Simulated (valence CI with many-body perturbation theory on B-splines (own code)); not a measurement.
# Hf³⁹⁺: electric-dipole lines

Method: relativistic CI+MBPT: five valence electrons over a frozen Dirac-Fock core [Ar] 3d10, a basis of 9 s, 9 p, 8 d, 6 f, 3 g, 1 h functions for each j, with the one-electron correlation potential Σ1 (screened to all orders), the two-electron term Σ2, the three-electron term Σ3, Breit, model QED; selected single and double excitations, second order for the rest (own B-spline code, finite nucleus).

No measured spectrum was set against this ion. As an estimate, large intervals hold to a few tenths of a per cent, small ones and those within an open d or f shell to about a per cent. Among the levels kept, up to 300 cm⁻¹ of a level comes from second order outside the variational space, and about a tenth of that is noise between levels of different J, which matters for small intervals.

Lines 1 to 50 of 212 in falling wavelength, among levels below 2828600 cm⁻¹, chosen from the strongest by gf and those to the six lowest levels. Wavelengths and rates use the calculated energies. Electric multipoles are in the length gauge, E1 and E2 with the static RPA response of the core. Weak lines are less certain than strong ones. Lines between different terms over intervals too small for the method are left out, as are lines whose strength nearly cancels. Where a level lies close to another of its J and parity, the split of strength between their lines is uncertain. The highest levels of a list are the least certain.

Levels are named by their leading jj configuration (3d3/2^4 stands for four electrons in 3d with j = 3/2), which in mixed levels can hold well under half, so a name can repeat and another be missing. Letters in brackets count levels of one name in rising energy.

| λ vac (nm) | Upper | Lower | A (s⁻¹) | log gf | Branch % |
| --- | --- | --- | --- | --- | --- |
| 627.2 | (4s^2 4p3/2^3) J=3/2 | (4s 4p1/2^2 4p3/2^2) J=5/2 | 3.16e+02 | -5.13 | 0.0 |
| 66.33 | (4s^2 4p3/2^3) J=3/2 | (4s^2 4p1/2^2 4d3/2) J=3/2 | 7.25e+04 | -4.72 | 0.8 |
| 21.20 | (4s^2 4p1/2^2 4d3/2) J=3/2 | (4s^2 4p1/2 4p3/2^2) J=1/2 | 1.06e+06 | -4.54 | 0.0 |
| 19.05 | (4s^2 4p1/2^2 4d3/2) J=3/2 | (4s^2 4p1/2 4p3/2^2) J=5/2 | 2.34e+08 | -2.29 | 2.9 |
| 18.56 | (4s 4p1/2^2 4p3/2 4d5/2) J=3/2 | (4s 4p1/2 4p3/2^3) J=3/2 | 3.75e+08 | -2.11 | 0.3 |
| 18.55 | (4s 4p1/2^2 4p3/2 4d3/2) J=5/2 [b] | (4s^2 4p1/2 4p3/2 4d5/2) J=7/2 [b] | 4.67e+08 | -1.84 | 1.0 |
| 17.63 | (4s^2 4p1/2^2 4d3/2) J=3/2 | (4s^2 4p1/2 4p3/2^2) J=3/2 | 2.54e+07 | -3.32 | 0.3 |
| 17.61 | (4s 4p1/2^2 4p3/2 4d3/2) J=7/2 | (4s^2 4p1/2 4p3/2 4d5/2) J=9/2 | 2.22e+08 | -2.08 | 1.5 |
| 17.58 | (4s 4p1/2^2 4p3/2 4d3/2) J=5/2 [a] | (4s^2 4p1/2 4p3/2 4d3/2) J=3/2 [b] | 1.89e+09 | -1.28 | 6.0 |
| 17.53 | (4s 4p1/2^2 4p3/2 4d3/2) J=3/2 [a] | (4s^2 4p1/2 4p3/2 4d3/2) J=1/2 [b] | 8.02e+08 | -1.83 | 1.6 |
| 17.52 | (4s 4p1/2^2 4p3/2 4d3/2) J=1/2 [a] | (4s^2 4p1/2 4p3/2 4d3/2) J=1/2 [b] | 1.05e+09 | -2.01 | 3.8 |
| 17.30 | (4s^2 4p1/2^2 4f7/2) J=7/2 | (4s 4p1/2 4p3/2^3) J=5/2 | 2.58e+08 | -2.03 | 0.2 |
| 17.08 | (4s 4p1/2^2 4p3/2 4d5/2) J=5/2 | (4s 4p1/2 4p3/2^3) J=5/2 | 8.58e+08 | -1.65 | 0.4 |
| 16.97 | (4s^2 4p1/2 4p3/2 4d5/2) J=3/2 [a] | (4s^2 4p3/2^3) J=3/2 | 6.29e+08 | -1.96 | 6.0 |
| 16.93 | (4s 4p1/2^2 4p3/2 4d3/2) J=7/2 | (4s^2 4p1/2 4p3/2 4d5/2) J=5/2 [a] | 7.64e+08 | -1.58 | 5.0 |
| 16.60 | (4s 4p1/2^2 4p3/2 4d3/2) J=7/2 | (4s^2 4p1/2 4p3/2 4d3/2) J=5/2 [b] | 3.62e+09 | -0.92 | 23.7 |
| 16.35 | (4s 4p1/2^2 4p3/2 4d5/2) J=5/2 | (4s^2 4p1/2 4p3/2 4d5/2) J=3/2 [c] | 9.47e+08 | -1.64 | 0.4 |
| 15.96 | (4s^2 4p1/2 4p3/2 4d5/2) J=5/2 [a] | (4s^2 4p3/2^3) J=3/2 | 1.71e+09 | -1.41 | 0.7 |
| 15.73 | (4s^2 4p1/2^2 4f7/2) J=7/2 | (4s^2 4p1/2 4p3/2 4d5/2) J=5/2 [b] | 2.14e+09 | -1.20 | 1.3 |
| 15.69 | (4s^2 4p1/2^2 4f7/2) J=7/2 | (4s^2 4p1/2 4p3/2 4d5/2) J=7/2 [b] | 2.22e+09 | -1.18 | 1.4 |
| 15.20 | (4s 4p1/2^2 4p3/2 4d5/2) J=5/2 | (4s^2 4p1/2 4p3/2 4d5/2) J=3/2 [b] | 1.23e+09 | -1.59 | 0.6 |
| 15.19 | (4s 4p1/2^2 4p3/2 4d5/2) J=3/2 | (4s^2 4p1/2 4p3/2 4d5/2) J=1/2 | 1.10e+09 | -1.82 | 0.8 |
| 15.16 | (4s 4p1/2^2 4p3/2^2) J=5/2 | (4s^2 4p1/2 4p3/2^2) J=5/2 | 3.35e+09 | -1.16 | 18.9 |
| 15.12 | (4s 4p1/2^2 4p3/2 4d3/2) J=3/2 [b] | (4s^2 4p1/2 4p3/2 4d3/2) J=1/2 [b] | 1.46e+09 | -1.70 | 0.7 |
| 15.04 | (4s 4p1/2^2 4p3/2 4d3/2) J=5/2 [b] | (4s^2 4p1/2 4p3/2 4d3/2) J=3/2 [b] | 1.06e+09 | -1.66 | 2.3 |
| 15.01 | (4s 4p1/2^2 4p3/2 4d3/2) J=3/2 [b] | (4s^2 4p1/2 4p3/2 4d3/2) J=3/2 [b] | 4.32e+09 | -1.23 | 2.1 |
| 14.83 | (4s 4p1/2^2 4p3/2 4d3/2) J=5/2 [b] | (4s^2 4p1/2 4p3/2 4d3/2) J=5/2 [b] | 1.89e+09 | -1.43 | 4.2 |
| 14.79 | (4s 4p1/2^2 4p3/2 4d3/2) J=3/2 [b] | (4s^2 4p1/2 4p3/2 4d3/2) J=5/2 [b] | 1.39e+09 | -1.74 | 0.7 |
| 14.78 | (4s 4p1/2^2 4p3/2 4d5/2) J=3/2 | (4s^2 4p1/2 4p3/2 4d5/2) J=3/2 [b] | 1.30e+09 | -1.77 | 0.9 |
| 14.72 | (4s 4p1/2^2 4p3/2 4d5/2) J=9/2 | (4s^2 4p1/2 4p3/2 4d5/2) J=9/2 | 6.10e+09 | -0.70 | 32.4 |
| 14.52 | (4s 4p1/2^2 4p3/2 4d3/2) J=5/2 [a] | (4s^2 4p1/2 4p3/2 4d3/2) J=7/2 | 2.44e+09 | -1.33 | 7.8 |
| 14.25 | (4s 4p1/2^2 4p3/2^2) J=5/2 | (4s^2 4p1/2 4p3/2^2) J=3/2 | 5.05e+09 | -1.04 | 28.5 |
| 14.07 | (4s 4p1/2^2 4p3/2 4d5/2) J=7/2 | (4s^2 4p1/2 4p3/2 4d5/2) J=5/2 [b] | 2.18e+09 | -1.29 | 1.6 |
| 14.05 | (4s 4p1/2^2 4p3/2 4d5/2) J=7/2 | (4s^2 4p1/2 4p3/2 4d5/2) J=7/2 [b] | 1.08e+09 | -1.59 | 0.8 |
| 14.03 | (4s 4p1/2^2 4p3/2 4d3/2) J=7/2 | (4s^2 4p1/2 4p3/2 4d3/2) J=7/2 | 7.42e+09 | -0.76 | 48.6 |
| 13.78 | (4s 4p1/2^2 4p3/2 4d5/2) J=9/2 | (4s^2 4p1/2 4p3/2 4d5/2) J=7/2 [a] | 1.27e+10 | -0.44 | 67.5 |
| 13.70 | (4s 4p1/2^2 4p3/2 4d3/2) J=5/2 [a] | (4s^2 4p1/2 4p3/2 4d3/2) J=3/2 [a] | 2.83e+09 | -1.32 | 9.0 |
| 13.69 | (4s 4p1/2^2 4p3/2 4d3/2) J=1/2 [b] | (4s^2 4p1/2 4p3/2 4d3/2) J=1/2 [b] | 8.12e+09 | -1.34 | 2.0 |
| 13.68 | (4s 4p1/2^2 4p3/2 4d3/2) J=5/2 [a] | (4s^2 4p1/2 4p3/2 4d3/2) J=5/2 [a] | 8.22e+09 | -0.86 | 26.2 |
| 13.63 | (4s 4p1/2^2 4p3/2 4d3/2) J=3/2 [a] | (4s^2 4p1/2 4p3/2 4d3/2) J=1/2 [a] | 2.22e+09 | -1.61 | 4.3 |
| 13.62 | (4s 4p1/2^2 4p3/2 4d3/2) J=1/2 [a] | (4s^2 4p1/2 4p3/2 4d3/2) J=1/2 [a] | 1.07e+10 | -1.23 | 38.8 |
| 13.59 | (4s 4p1/2^2 4p3/2 4d3/2) J=1/2 [b] | (4s^2 4p1/2 4p3/2 4d3/2) J=3/2 [b] | 3.27e+09 | -1.74 | 0.8 |
| 13.57 | (4s 4p1/2^2 4p3/2 4d3/2) J=3/2 [a] | (4s^2 4p1/2 4p3/2 4d3/2) J=3/2 [a] | 7.49e+09 | -1.08 | 14.5 |
| 13.56 | (4s 4p1/2^2 4p3/2 4d3/2) J=1/2 [a] | (4s^2 4p1/2 4p3/2 4d3/2) J=3/2 [a] | 4.36e+09 | -1.62 | 15.9 |
| 13.56 | (4s 4p1/2^2 4p3/2 4d3/2) J=3/2 [a] | (4s^2 4p1/2 4p3/2 4d3/2) J=5/2 [a] | 6.07e+09 | -1.17 | 11.8 |
| 13.31 | (4s^2 4p1/2 4p3/2 4d5/2) J=5/2 [b] | (4s^2 4p3/2^3) J=3/2 | 1.39e+09 | -1.66 | 0.2 |
| 13.25 | (4s 4p1/2^2 4p3/2 4d3/2) J=7/2 | (4s^2 4p1/2 4p3/2 4d3/2) J=5/2 [a] | 1.90e+09 | -1.40 | 12.5 |
| 13.24 | (4s^2 4p1/2 4p3/2 4d5/2) J=1/2 | (4s^2 4p3/2^3) J=3/2 | 3.88e+09 | -1.69 | 1.0 |
| 13.08 | (4s^2 4p1/2^2 4d5/2) J=5/2 | (4s^2 4p1/2 4p3/2^2) J=5/2 | 4.01e+09 | -1.21 | 1.4 |
| 13.02 | (4s 4p1/2^2 4p3/2 4d5/2) J=5/2 | (4s^2 4p1/2 4p3/2 4d5/2) J=5/2 [a] | 6.27e+09 | -1.02 | 2.9 |

Task: How does gf follow from A for the line at 21.20 nm?

Result: gf = 1.4992 × (2J+1)_upper × A / σ², with σ = 471734 cm⁻¹ and 2J+1 = 4: gf = 2.87e-05.
